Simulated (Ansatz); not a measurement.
`B[SiH](F)Cl` and `B[SiH](O)F` differ in one atom or group.

Ansatz, PBE0-D4/def2-TZVP geometries, multiplicity 1. Each molecule was computed in one conformer, which needn't be the lowest.

```json
{"property": "zero-point energy (PBE0-D4/def2-TZVP) / kJ/mol", "`B[SiH](F)Cl`": "88.0"}
{"property": "HOMO energy (PBE0/def2-TZVPP) / eV", "`B[SiH](F)Cl`": "-8.51"}
{"property": "HOMO–LUMO gap (PBE0/def2-TZVPP) / eV", "`B[SiH](F)Cl`": "5.61"}
{"property": "size of the dipole moment (PBE/def2-TZVPP) / D", "`B[SiH](F)Cl`": "1.47"}
{"property": "HOMO energy (B3LYP/def2-TZVPP) / eV", "`B[SiH](F)Cl`": "-8.31"}
{"property": "LUMO energy (ωB97M-V/def2-TZVPP) / eV", "`B[SiH](F)Cl`": "-0.91"}
```

(1) What does the change do to each property? (Estimate.)

Answers

(1) Computed: 
| property | `B[SiH](O)F` | shift |
| --- | --- | --- |
| zero-point energy (PBE0-D4/def2-TZVP) / kJ/mol | 121.0 | 33.0 |
| HOMO energy (PBE0/def2-TZVPP) / eV | -8.28 | 0.23 |
| HOMO–LUMO gap (PBE0/def2-TZVPP) / eV | 5.54 | -0.07 |
| size of the dipole moment (PBE/def2-TZVPP) / D | 1.75 | 0.28 |
| HOMO energy (B3LYP/def2-TZVPP) / eV | -8.09 | 0.22 |
| LUMO energy (ωB97M-V/def2-TZVPP) / eV | -0.75 | 0.16 |

With PBE0 the HOMO rises by 0.23 eV and the LUMO rises by 0.16 eV, so the gap narrows by about 0.07 eV. PBE moves the HOMO by 0.29 eV and ωB97M-V by 0.19 eV. The zero-point energy changes by 33.0 kJ/mol with +3 modes. Dipoles are sizes alone; their direction can turn.

B3LYP here is the variant with VWN-RPA as its local correlation; programs differ in this.
